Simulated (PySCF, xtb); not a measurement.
Si(Me)2(OH)2 (C2H8O2Si), SMILES C[Si](C)(O)O.

GFN2-xTB (xtb 6.7.1) at its own geometry gives an orbital gap of 7.33 eV and a dipole moment of 1.76 D.

Coordinates come from a B3LYP-D3(BJ)/def2-SVP optimisation. One conformer was computed; it need not be the lowest.

What does r2SCAN/def2-TZVP (PySCF) give? (An estimate is asked for; the answer gives what the named calculation found.)

gap 7.47 eV (levels -7.03 and 0.44 eV), dipole 2.21 D.
